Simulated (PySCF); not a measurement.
C7H14O, SMILES CC(C)(C)CCC=O, GFN2-xTB optimised geometry.

```
22

C      1.39     0.39     0.00
C     -0.14     0.39     0.00
C     -0.66    -0.31     1.26
C     -0.64     1.84     0.00
C     -0.69    -0.29    -1.26
C     -0.30    -1.75    -1.45
C     -0.89    -2.35    -2.70
O     -1.59    -1.78    -3.48
H      1.78    -0.62     0.10
H      1.76     0.98     0.83
H      1.77     0.82    -0.92
H     -1.74    -0.38     1.25
H     -0.24    -1.31     1.36
H     -0.36     0.26     2.15
H     -0.28     2.37    -0.88
H     -1.72     1.87     0.01
H     -0.28     2.37     0.88
H     -1.78    -0.23    -1.25
H     -0.35     0.26    -2.14
H      0.78    -1.87    -1.52
H     -0.64    -2.37    -0.61
H     -0.61    -3.41    -2.85
```

Density from PySCF with PBE0/def2-SVP at that geometry.

Minimum of the electron density along straight lines between bonded atoms, close to the bond critical point (lines longer than 1.1 times the sum of covalent radii, or with two minima, are not listed):

```csv
bond,length / Å,ρ at the minimum / e bohr⁻³,∇²ρ there / e bohr⁻⁵,position (fraction from the first atom)
C1–C2,1.531,0.243,-0.55,0.50
C2–C3,1.531,0.243,-0.55,0.50
C2–C4,1.532,0.243,-0.55,0.50
C2–C5,1.538,0.241,-0.54,0.50
C5–C6,1.526,0.243,-0.55,0.49
C6–C7,1.499,0.262,-0.64,0.49
C7–O8,1.198,…,…,0.33
C1–H9,1.087,0.276,-1.00,0.62
C1–H10,1.088,0.276,-1.00,0.62
C1–H11,1.088,0.276,-1.00,0.62
C3–H12,1.088,0.276,-1.00,0.62
C3–H13,1.087,0.276,-1.00,0.62
C3–H14,1.088,0.276,-1.00,0.62
C4–H15,1.088,0.276,-1.01,0.62
C4–H16,1.088,0.276,-1.01,0.62
C4–H17,1.088,0.276,-1.00,0.62
C5–H18,1.092,0.277,-1.01,0.62
C6–H20,1.093,0.272,-0.97,0.62
C6–H21,1.093,0.272,-0.97,0.62
C7–H22,1.111,0.275,-1.02,0.63
```

Task: Some entries are withheld; supply them.

Result: 
- C7–O8, ρ at the minimum / e bohr⁻³: 0.417
- C7–O8, ∇²ρ there / e bohr⁻⁵: 0.57
